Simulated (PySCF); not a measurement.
What PySCF settings do for BeP

Base input, run as `OMP_NUM_THREADS=1 python input.py` with PySCF 2.14:

```python
from pyscf import gto, dft
from pyscf.prop.polarizability import uhf as pol

mol = gto.M(
    atom='Be 0 0 0; P 0 0 1.823',
    basis='6-31g',
    charge=0,
    spin=3,
    symmetry=True,
    verbose=4,
)
mf = dft.UKS(mol, xc='pbe')
mf.kernel()
print('polarizability (a.u.)')
print(pol.Polarizability(mf).polarizability().round(4))
mf.dip_moment()
print('orbital energies (hartree):', [e[max(0, n-3):n+3].round(4) for e, n in zip(mf.mo_energy, mol.nelec)])
```

Base result: E(SCF) = -355.733788 Eh, 7 cycles, ⟨S²⟩ = 3.751, μz(SCF) = -0.17 D, α(xx, yy, zz) = 34.4, 34.4, 52.7 bohr³. The bond length is a typed value, not an optimised one. No search for the lowest solution was made.

It ran on Intel Xeon Platinum 8259CL @ 2.50GHz (1 thread, shared host) in 3.5 s, peak memory 0.18 GiB.

Each row names what differs from the base; energies in brackets are changes from the base.

| change | result | wall time (s) |
| --- | --- | --- |
| geometry: bond 1.823 → bond 1.604 | E(SCF) = -355.661710 Eh (+1.9613 eV), 7 cycles, ⟨S²⟩ = 3.751, μz(SCF) = 0.18 D, α(xx, yy, zz) = 34.9, 34.9, 45.2 bohr³ | 3.1 |
| basis set: 6-31g → jorge-dzp-dkh; spin-free X2C: off → on | E(SCF) = -356.597488 Eh, 8 cycles, ⟨S²⟩ = 3.753, μz(SCF) = 0.44 D, α(xx, yy, zz) = 40.7, 40.7, 53.2 bohr³ | 5.8 |
| geometry: bond 1.823 → bond 3.646 | E(SCF) = -355.707567 Eh (+0.7135 eV), 11 cycles, ⟨S²⟩ = 3.776, μz(SCF) = -0.68 D, α(xx, yy, zz) = 44.1, 44.1, 111.6 bohr³ | 3.9 |
| geometry: bond 1.823 → bond 2.279 | E(SCF) = -355.753489 Eh (-0.5361 eV), 8 cycles, ⟨S²⟩ = 3.755, μz(SCF) = -0.94 D, α(xx, yy, zz) = 35.4, 35.4, 71.9 bohr³ | 3.2 |
| density fitting: none → cc-pvdz-jkfit | stops with BasisNotFoundError (Basis set not found for Be in cc-pvdz-jkfit) | 1.3 |
| functional: pbe → hse06 | E(SCF) = -355.790621 Eh, 8 cycles, ⟨S²⟩ = 3.752, μz(SCF) = -0.38 D, α(xx, yy, zz) = 34.6, 34.6, 50.7 bohr³ | 6.6 |
| step after the SCF: polarizability → gradient | E(SCF) = -355.733788 Eh (+0.0000 eV), 7 cycles, ⟨S²⟩ = 3.751, μz(SCF) = -0.17 D, gradient on the second atom -0.0964 Eh/bohr | 2.9 |
| basis set: 6-31g → x2c-tzvpall; spin-free X2C: off → on | E(SCF) = -356.604676 Eh, 9 cycles, ⟨S²⟩ = 3.754, μz(SCF) = 0.44 D, α(xx, yy, zz) = 44.4, 44.4, 57.8 bohr³ | 9.2 |
| functional: pbe → bp86 | E(SCF) = -355.951940 Eh, 7 cycles, ⟨S²⟩ = 3.751, μz(SCF) = -0.19 D, α(xx, yy, zz) = 34.4, 34.4, 52.8 bohr³ | 3.2 |
| functional: pbe → pbe0 | E(SCF) = -355.772012 Eh, 8 cycles, ⟨S²⟩ = 3.752, μz(SCF) = -0.39 D, α(xx, yy, zz) = 34.7, 34.7, 50.7 bohr³ | 3.2 |
| basis set: 6-31g → crenbl; core potential: off → on | E(SCF) = -7.471765 Eh, 9 cycles, ⟨S²⟩ = 3.751, μz(SCF) = 0.01 D, α(xx, yy, zz) = 39.0, 39.0, 55.0 bohr³ | 4.3 |
| functional: pbe → wb97x | E(SCF) = -355.907316 Eh, 10 cycles, ⟨S²⟩ = 3.753, μz(SCF) = -0.42 D, α(xx, yy, zz) = 35.8, 35.8, 51.5 bohr³ | 4.5 |
| charge: 0 → 2 [another spin of the ion may lie lower] | E(SCF) = -354.829872 Eh (+24.5968 eV), 8 cycles, ⟨S²⟩ = 3.750, α(xx, yy, zz) = 12.1, 12.1, 28.0 bohr³ | 3 |
| electric field along z (a.u.): none → 0.2; point-group symmetry: on → off [unsound on purpose] [may be another electronic state] | E(SCF) = -357.207832 Eh (-40.1108 eV), 10 cycles, ⟨S²⟩ = 3.754, μz(SCF) = 35.42 D, α(xx, yy, zz) = 28.8, 28.8, 53.2 bohr³ | 4.1 |
| geometry: bond 1.823 → bond 0 [unsound on purpose] | stops with AssertionError | 0.93 |
| integration grid: default → (20, 50) [unsound on purpose] | E(SCF) = -355.755685 Eh (-0.5958 eV), 7 cycles, ⟨S²⟩ = 3.751, μz(SCF) = -0.17 D, α(xx, yy, zz) = 34.3, 34.3, 52.7 bohr³ | 1.1 |
| geometry: bond 1.823 → bond 0.5 [unsound on purpose] | not converged: SCF after 50 cycles | 6.8 |
| basis set: 6-31g → pcseg-1 | E(SCF) = -355.747860 Eh (-0.3829 eV), 8 cycles, ⟨S²⟩ = 3.753, μz(SCF) = 0.09 D, α(xx, yy, zz) = 39.1, 39.1, 57.5 bohr³ | 4.7 |
| initial guess: minao → 1e | E(SCF) = -355.733788 Eh (+0.0000 eV), 9 cycles, ⟨S²⟩ = 3.751, μz(SCF) = -0.17 D, α(xx, yy, zz) = 34.4, 34.4, 52.7 bohr³ | 3.2 |
| spin (2S): 3 → 1 | not converged: SCF after 50 cycles | 5.5 |

Problem. Order these changes by how far they move the SCF energy from the base, largest first: (1) geometry: bond 1.823 → bond 1.604; (2) geometry: bond 1.823 → bond 2.279; (3) geometry: bond 1.823 → bond 3.646; (4) initial guess: minao → 1e.

Solution. (1) +1.9613 eV, (3) +0.7135 eV, (2) -0.5361 eV, (4) +0.0000 eV.
